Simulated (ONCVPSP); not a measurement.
**What one change does to a pseudopotential (carbon, ONCV)**

ONCVPSP 4.0.1 input, shortened (lines: element, Z, core and valence counts, functional; n l f; lmax; l rc ep ncon nbas qcut; lloc lpopt rc5 dvloc0; l nproj debl; icmod fcfact rcfact), PBE, scalar-relativistic:

```
  C 6.00    1    1        4      upf
    1    0    2.00
    2    0    2.00
    2
    0    1.20    0.00    4    8    5.30
    1    1.10    0.06    4    7    8.20
    2    0.95    0.33    4    7    9.40
    4    5    0.65    2.00
    0    3    2.90
    1    2    3.40
    2    2    2.00
    3    3.00    1.20
```

In the p channel the program set the typed energies aside and used 0.050, 3.450 Ha.

Change: s: qcut 7.3.

Cutoffs: the cutoffs (Ha) at which the residual kinetic energy of the hardest occupied pseudo-wave falls to 1 and 0.1 mHa per electron; they do not see the model core or the augmentation charge, which bear on the density cutoff. Errors are all-electron minus pseudo energies relative to the spin-unpolarised reference configuration.

Problem. Predict the effect on cutoff, ghosts and configuration errors.

Solution. The potential gets softer (32 Ha and 110 Ha → 20 Ha and 26 Ha); of the 4 tests that both files solve, the error grows in 1 and shrinks in 0 by more than 15 % and 0.3 meV (median size 113.6 → 98.6 meV); neither file shows a bound ghost.

```csv
quantity,base,changed
"cutoff, loose",32 Ha,20 Ha
"cutoff, tight",110 Ha,26 Ha
bound ghosts,none,none
GHOST(+) flags under 300 eV,none,none
"error for 2s2 2p2, meV [ΔE -35.02 eV]",+172,+147
"error for 2s2 2p1, meV [ΔE -24.16 eV]",+89,+78
"error for 2s1, meV [ΔE 48.19 eV]",+40,+55
"error for 2s2 2p1.5, meV [ΔE -31.05 eV]",+138,+119
s: phases at 1.22 bohr within 0.05 rad from the reference energy up to (Ha; the scan ends near 5),to the end of the scan,to the end of the scan
p: phases at 1.12 bohr within 0.05 rad from the reference energy up to (Ha; the scan ends near 5),to the end of the scan,to the end of the scan
d: phases at 0.96 bohr within 0.05 rad from the reference energy up to (Ha; the scan ends near 5),to the end of the scan,to the end of the scan
"rms error of d²Exc/dni dnj with the model core, mHa",2.27,2.68
```
